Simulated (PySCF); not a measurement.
B3LYP has the VWN-RPA correlation part, as in Gaussian. Delta-SCF ions had no search for a lower state. Excitations are Tamm–Dancoff values on a coarser integration grid. The basis has no diffuse functions, so Rydberg states are missing or too high.

Cartesian coordinates (Å):
SMILES: [NH2][In]([Cl])[Cl]
```xyz
6

N     -1.2291    -0.0443     0.3280
In     0.7501     0.0381    -0.0560
Cl     2.0734    -1.8795    -0.0033
Cl     1.8490     2.0776    -0.3096
H     -1.6752    -0.9194     0.0840
H     -1.7683     0.7275    -0.0430
```
Charge 0, multiplicity 1.

Task: Estimate the LUMO, vertical ionisation energy (Delta-SCF), HOMO–LUMO gap, T1 excitation (TDA) and total energy that PySCF 2.14.0 with B3LYP-D3(BJ)/def2-TZVP returns for this input.

Result: 
| Item | Result |
|---|---|
| LUMO | -2.55 eV |
| vertical ionisation energy (Delta-SCF) | 10.09 eV |
| HOMO–LUMO gap | 5.31 eV |
| T1 excitation (TDA) | 3.67 eV |
| total energy | -31749.25 eV |
